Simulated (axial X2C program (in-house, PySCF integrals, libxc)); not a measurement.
## Ionising MnC

Calculated with an axial X2C code built on PySCF integrals, spin-free (one-electron X2C) or two-component (2c: spin–orbit coupling with atomic mean-field Coulomb and Gaunt terms, which also bring small scalar terms), in Dyall basis sets with cores contracted in-house; open shells are unrestricted.

Basis sets: C dyall-v3z, Mn dyall-cv3z.

```
Hamiltonian  level         MnC state  Re (Å)  ωe (cm⁻¹)  De (eV)
  spin-free   PBE0  M_S = 3/2, Λ = 0   1.754      532.0     3.20
         2c   PBE0           Ω = 3/2   1.754      531.5     3.20
```

Adiabatic ionisation energy (minimum to minimum, no zero-point term) and constants of MnC⁺:

| Hamiltonian | level | MnC⁺ state | IE (eV) | Re (Å) | ωe (cm⁻¹) | De (eV) | fragments |
| --- | --- | --- | --- | --- | --- | --- | --- |
| spin-free | PBE0 | M_S = 1, Λ = 0 | 7.72 | 1.682 | 617.0 | 2.57 | Mn+ + C |
| 2c | PBE0 | Ω = 1 | 7.72 | 1.682 | 616.2 | 2.57 | Mn+ + C |

Add the zero-point terms to the ionisation energy at PBE0, 2c, and say whether the electron removed was bonding.

IE0 = IE + (ωe⁺ − ωe)/2 = 7.72 + (0.005) = 7.73 eV. Re changes by -0.072 Å, so the bond shortens, as on loss of an antibonding or a polarising non-bonding electron.

Close the cycle De(MnC⁺) + IE(MnC) = De(MnC) + IE(Mn) to find the atomic ionisation energy at PBE0, 2c.

IE(Mn) = 2.57 + 7.72 − 3.20 = 7.09 eV, for the determinants used.

Each entry is the lowest single determinant of a limited PBE0 search at one distance. De goes to single-determinant-based atoms at the same level (for ions the charge split of lowest energy) and is withheld (n/a) where an atom does not fit its ground term or J level. Main or longest-lived isotopes. One determinant is a doubtful description, or other states lie close, for MnC, MnC⁺; these need not be ground states, and all values refer to the states named. Some open-shell Ω = 0 determinants are out of reach, so the Ω given for MnC⁺ need not be the lowest component. With several unpaired electrons the Ω given is that of one determinant, not necessarily of the lowest component. Some light 2c atoms are not at their ground J level, so De misses part of their lowering (0.04 eV or less). The functionals have no current term, which raises determinants with orbital currents.
